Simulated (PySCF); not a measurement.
C₂H₃Cl₂InO₂, SMILES CC(=O)[O][In]([Cl])[Cl].

Geometry optimised at PBE-D3(BJ)/def2-SVP. The def2 effective core potentials stand for the cores of In; spin–orbit coupling is left out. Other conformers were not sampled.

Computed with TDA-ωB97X/def2-SVPD (PySCF 2.14.0).

Vertical excitations. Isolated molecule, no solvent.

```csv
state,energy (eV),λ (nm),f,main pairs
S1,5.72,217,0.027,HOMO→LUMO 92 %
S2,5.73,216,0.000,HOMO−2→LUMO 94 %
S3,5.87,211,0.078,HOMO−1→LUMO 87 %
S4,5.89,211,0.023,HOMO−3→LUMO 81 %
S5,6.39,194,0.000,"HOMO−5→LUMO 70 %, HOMO−3→LUMO+2 13 %"
S6,6.49,191,0.006,HOMO−4→LUMO 78 %
S7,6.54,190,0.000,"HOMO−3→LUMO+2 42 %, HOMO−4→LUMO+2 29 %, HOMO−5→LUMO 23 %"
S8,7.32,169,0.214,"HOMO−6→LUMO 64 %, HOMO−2→LUMO+1 28 %"
S9,7.58,164,0.297,"HOMO−7→LUMO 69 %, HOMO−3→LUMO+1 12 %"
S10,7.60,163,0.002,"HOMO−7→LUMO+2 52 %, HOMO−1→LUMO+2 33 %"
T1,5.24,236,0,HOMO→LUMO 93 %
T2,5.35,232,0,HOMO−1→LUMO 92 %
T3,5.35,232,0,HOMO−2→LUMO 92 %
T4,5.43,228,0,HOMO−3→LUMO 87 %
```
Triplets are in the Tamm–Dancoff approximation.
